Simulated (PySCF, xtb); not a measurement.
1,1-dichlorobuta-1,2-diene (C4H4Cl2), SMILES CC=C=C(Cl)Cl.

xtb with GFN2-xTB at its own geometry gives an orbital gap of 4.18 eV and a dipole moment of 3.05 D.

Geometry: B3LYP-D3(BJ)/def2-SVP.

What does PySCF with PBE0/def2-TZVP give? (The exact figures need the calculation; the answer reports its results.)

gap 6.23 eV (levels -7.23 and -1.00 eV), dipole 2.69 D.
